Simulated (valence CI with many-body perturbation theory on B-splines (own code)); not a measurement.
Questions on Te⁺

Computed by relativistic CI+MBPT: five valence electrons over a frozen Dirac-Fock core [Kr] 4d10, a basis of 10 s, 10 p, 9 d, 7 f, 4 g, 2 h functions for each j, with the one-electron correlation potential Σ1 (screened to all orders), the two-electron term Σ2, the three-electron term Σ3, Breit, model QED; selected single and double excitations, second order for the rest, scaled by the run's own slope (own B-spline code, finite nucleus).

Against 14 measured levels this calculation errs by 121 cm⁻¹ on average and by 350 at most. These come from a selection out of the NIST Handbook of Basic Atomic Spectroscopic Data. Levels without a partner in it may be off by more. Among the levels kept, up to 670 cm⁻¹ of a level comes from second order outside the variational space, and about a tenth of that is noise between levels of different J, which matters for small intervals.

Names give the largest LS component (configuration and term), which can be under half, so a name can repeat, a term be missing and a line seem to break the LS rules; names also repeat where a configuration has a term twice.

Rates and lifetimes use the calculated energies. Strong lines usually hold to 10 to 20 %, long lifetimes can be off by a factor of two.

**Question.** What is the ground level?

**Answer.** 5s²5p³ ⁴S°_3/2, composition 89 % 5s²5p³ ⁴S° + 6 % 5s²5p³ ²P°, g = 1.948.

**Question.** Among levels below 106218 cm⁻¹, which E1 lines absorb most strongly from the ground level?

**Answer.** to 5s²5p²5d ⁴P_5/2 at 100.7 nm, f = 1.12; to 5s²5p²5d ⁴P_3/2 at 99.20 nm, f = 0.711; to 5s²5p²5d ⁴P_1/2 at 97.90 nm, f = 0.320.

**Question.** What are the static dipole polarisabilities of the lowest levels?

**Answer.** 5s²5p³ ⁴S°_3/2 21.4 (tensor -0.11); 5s²5p³ ²D°_3/2 22.1 (tensor -0.57); 5s²5p³ ²D°_5/2 22.3 (tensor -0.11); 5s²5p³ ²P°_1/2 23.1 bohr³, of which the core gives 1.30.

**Question.** What is the ionisation energy?

**Answer.** 18.2 eV; NIST lists 18.6 ± 0.4 eV (measured).

**Question.** Where does the other parity begin?

**Answer.** At 5s5p⁴ ⁴P_5/2, 70847 cm⁻¹.

**Question.** Name the longest-lived excited levels whose lifetime is computed, and their main decay.

**Answer.** 5s²5p³ ²D°_5/2 at 12385 cm⁻¹ lives 2.81 s, mostly by M1 to 5s²5p³ ⁴S°_3/2; 5s²5p²5d ⁴F_9/2 at 90332 cm⁻¹ lives 1.62 s, mostly by M1 to 5s²5p²5d ⁴F_7/2; 5s²5p³ ²D°_3/2 at 10194 cm⁻¹ lives 309 ms, mostly by M1 to 5s²5p³ ⁴S°_3/2.

**Question.** How well does LS coupling describe the low levels?

**Answer.** Among the lowest 20 levels the leading LS term, summed over configurations, holds 78 % on average. For single configurations the figures are 65 % in LS and 60 % in jj coupling. Terms mix most in the J = 3/2 level at 81774 cm⁻¹, where the leading one holds 36 %.
